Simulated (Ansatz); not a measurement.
Consider the cleavage of the Si–Si bond: `CN[SiH2][SiH2]N` + H₂S → `N[SiH2]S` + `CN[SiH3]`.

Program: Ansatz. Geometries: PBE0-D4/def2-TZVP. ΔE: electronic, gas phase. CCSD(T)/CBS adds triple-zeta CCSD(T) − MP2 to the extrapolated MP2 energy (def2 sets, frozen cores). This one scheme is used for every species. Functionals use def2-TZVPP. Each species was taken in one conformer, which may not be the lowest.

| level | ΔE (kcal/mol) |
| --- | --- |
| PBE-D4 | -14.9 |
| r2SCAN-D4 | -17.6 |
| PBE0-D4 | -15.9 |
| B2PLYP | -18.8 |
| PBE | -15.9 |
| HF/def2-TZVPP | -21.3 |
| HF/CBS(def2) | -21.5 |
| CCSD/CBS(def2) | -18.2 |

(1) What does CCSD(T)/CBS give? (Best estimate.)

Largest T1 diagnostic among the species: 0.011.

## Answers

(1) Computed: -17.9 kcal/mol. The listed levels differ from it by 3.0, 0.3, 2.0, -0.9, 2.0, -3.4, -3.6, -0.3 kcal/mol.

From PBE to PBE0 (25 % exact exchange), in def2-TZVPP and without D4, ΔE moves by −1.0 kcal/mol. In def2-TZVPP, CCSD(T) changes the Hartree–Fock value by +4.2 kcal/mol (the triples alone add +0.4 kcal/mol) and MP2 by +1.9 kcal/mol.
